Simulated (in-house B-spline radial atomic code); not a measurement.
## PBE excitations of Rh³⁵⁺

Method: PBE. Computed with a B-spline radial code for spherical atoms: linear response of the closed shell [He] 2s2 2p6 with the functional's adiabatic kernel; non-relativistic, point nucleus, no spin-orbit coupling, no double excitations, S, P, D and F terms only. Only terms of natural parity with L up to 3 were computed.

Without relativity these are model numbers for so heavy an element.

Command:
```bash
python run_td.py task.json out
```
Settings (radii: box in bohr, nucleus in fm):
```
Z                        45
electrons                10
configuration            [He] 2s2 2p6
hamiltonian              nr
method                   pbe,pbe
box_radius               3.57
intervals                49
```

Time taken, with all properties: 0.1 s on 1 thread of Intel(R) Xeon(R) Platinum 8488C (Sapphire Rapids), with other jobs on the host.

The lowest states, in the order of their Tamm-Dancoff energies; the method's threshold (minus the highest occupied level) is 4912.69 eV. Labels give the largest channel, * marks a mixed state, and oscillator strengths are full-response dipole values. Semilocal kernels can invert the small singlet-triplet splittings of Rydberg terms. Energies in eV:

```
     state  full response  Tamm-Dancoff  oscillator strength
2p → 3s 3P        2802.32       2802.33                    -
2p → 3s 1P              ?             ?                    ?
2p → 3p 3S        2863.33       2863.37                    -
2p → 3p 3D        2868.43       2868.45                    -
2p → 3p 1D        2873.86       2873.86                    -
2p → 3p 1S              ?             ?                    -
2p → 3d 3P        2958.63       2958.65                    -
2p → 3d 3F        2960.34       2960.38                    -
2p → 3d 1F        2967.44       2967.44                    -
2p → 3d 1P        3000.89       3001.45                 3.34
2s → 3s 3S        3005.52       3005.53                    -
2s → 3s 1S        3024.83       3025.36                    -
2s → 3p 3P        3073.16       3073.17                    -
2s → 3p 1P        3078.49       3078.49                0.704
2s → 3d 3D        3164.00       3164.03                    -
2s → 3d 1D        3176.53       3176.56                    -
2p → 4s 3P        3770.30       3770.30                    -
2p → 4s 1P        3772.32       3772.33               0.0325
2p → 4p 3S        3796.42       3796.44                    -
2p → 4p 3D        3798.27       3798.28                    -
2p → 4p 1D        3800.12       3800.13                    -
2p → 4p 1S        3814.74       3815.09                    -
```

Problem. Where does 2p → 3s 1P lie?

Solution. At 2808.43 eV in full response, 2808.47 eV in Tamm-Dancoff, oscillator strength 0.16.

Problem. Where does 2p → 3p 1S lie?

Solution. At 2915.44 eV in full response, 2916.33 eV in Tamm-Dancoff.

Problem. How large is the singlet-triplet splitting of 2p → 3s (P terms) in Tamm-Dancoff?

Solution. 6.14 eV, from the unrounded values.

Problem. What polarisabilities and dispersion coefficient does the method give?

Solution. Dipole 0.0004655 bohr³, quadrupole 1.429e-05 bohr⁵, C6 2.02e-05 hartree·bohr⁶ for two such species.
